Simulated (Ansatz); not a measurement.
Ideal-gas functions of C$_{2}$HCl$_{2}$Si (`[C]#C[SiH](Cl)Cl`) radical at 600 K and 1 bar, from an Ansatz frequency run at PBE0-D4/def2-TZVP.

Molar mass 124.02 g/mol, point group Cs (symmetry number 1), electronic degeneracy 2, moments of inertia 211.479, 212.386, 392.099 u Å². Harmonic wavenumbers (cm⁻¹, unscaled): 100, 129, 181, 281, 306, 513, 602, 671, 798, 802, 2168, 2298.

Use S(trans) = R[1.5 ln M + 2.5 ln T − 1.1517]; rotational temperatures θ = 24.2544 K / I; S(rot) = R[ln(√π/σ · √(T³/θAθBθC)) + 1.5]; for each mode x = 1.438777 ν̃/T, S = R[x/(eˣ − 1) − ln(1 − e⁻ˣ)] and H = RT x/(eˣ − 1); 1 cm⁻¹ = 0.0119627 kJ/mol; R = 8.31446 J/(mol·K).

Task: By hand: the entropy, in J/(mol·K).

Result: Translation 183.5. Rotation: θ = 0.1147, 0.1142, 0.0619 K, giving 126.6. Vibration, mode by mode: 20.21, 18.10, 15.32, 11.75, 11.07, 7.10, 5.95, 5.20, 4.08, 4.05, 0.29, 0.22, in all 103.3. Electronic 5.8. Sum 419.2 J/(mol·K).

Task: By hand: H − E and G − E in kJ/mol, counted from the electronic energy.

Result: Zero-point energy ½ × 8849 × 0.0119627 = 52.9; thermal vibration 29.8; translation, rotation and pV give 4 RT = 20.0. H − E = 102.7 kJ/mol, and G − E = 102.7 − 600 × 419.2/1000 = -148.8 kJ/mol.

Vibration gives 25 % of the entropy, 38.3 J/(mol·K) of it from the modes under 150 cm⁻¹: soft modes count most, and the harmonic formula is weakest for them.
